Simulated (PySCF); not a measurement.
A geometry optimisation on `C(/N(C)C)=C\C=C\Cl`.

Method: PBE0-D3(BJ)/def2-SVP geometry optimisation, gas phase (PySCF 2.14.0). Start geometry: GFN2-xTB. A driver script takes a list of jobs; this job's settings line and coordinates (Å) are shown.

Input:
```
{"job": {"xc": "PBE0", "basis": "def2-SVP", "d3": "d3bj", "grid": 2, "kind": "geom"}, "charge": 0, "multiplicity": 1}
C     -1.658233     1.161337    -0.572560
N     -1.301844     0.149389     0.389189
C     -2.389876    -0.657738     0.878370
C     -0.032241    -0.343347     0.423450
C      1.034802     0.091680    -0.275449
C      2.342332    -0.459994    -0.075823
C      3.419339    -0.069147    -0.758822
Cl     4.979496    -0.754455    -0.496447
H     -2.639276     1.560725    -0.320085
H     -1.691666     0.767759    -1.595649
H     -0.933473     1.973201    -0.532999
H     -3.150329    -0.015293     1.326857
H     -2.859871    -1.239450     0.075327
H     -2.026977    -1.346800     1.638115
H      0.105614    -1.143300     1.139419
H      0.945879     0.873297    -1.013283
H      2.440488    -1.236638     0.670533
H      3.407078     0.695091    -1.518464
```

Task: Estimate the output.

Result: 
```
step   0  E = -748.72738277  max force = 0.009151
step   1  E = -748.72909004  max force = 0.002408
step   2  E = -748.72907793  max force = 0.001608
step   3  E = -748.72912101  max force = 0.000939
step   4  E = -748.72912973  max force = 0.000652
step   5  E = -748.72913451  max force = 0.000456
step   6  E = -748.72913756  max force = 0.000242
optimisation converged
```

Energies in Eh; «max force» is the largest Cartesian gradient component in Eh/bohr.

Task: Give the first gradient maximum in eV/Å.

Result: With 1 Eh/bohr = 51.422 eV/Å, 0.471 eV/Å.

Main results: final energy -748.72914 Eh after 6 steps; dipole 4.59 D.

Task: Give the final coordinates.

Result: 0.037 Å rms from the input after alignment:
```
atom  x, y, z in Å
C1    -1.2403    1.1378   -0.9456
N2    -0.9109    0.0880   -0.0233
C3    -1.9950   -0.7152    0.4763
C4     0.3618   -0.4037    0.0097
C5     1.4310    0.0184   -0.7142
C6     2.7458   -0.5428   -0.5241
C7     3.8432   -0.1687   -1.2025
Cl8    5.3959   -0.8831   -0.9436
H9    -2.2296    1.5480   -0.6987
H10   -1.2604    0.7934   -1.9991
H11   -0.5049    1.9537   -0.8715
H12   -2.7776   -0.0759    0.9152
H13   -2.4661   -1.3397   -0.3088
H14   -1.6273   -1.3878    1.2639
H15    0.5025   -1.2176    0.7298
H16    1.3177    0.8046   -1.4654
H17    2.8538   -1.3339    0.2270
H18    3.8420    0.6114   -1.9671
```

Task: Estimate the wall time. Hardware: an Arm Neoverse V2 with one thread (shared host). And the peak memory of the process?

Result: About 79 s, with 0.78 GiB resident at the peak, the Python interpreter and its libraries included.
Labels such as C1 count atoms from 1, the log's own numbers from 0.
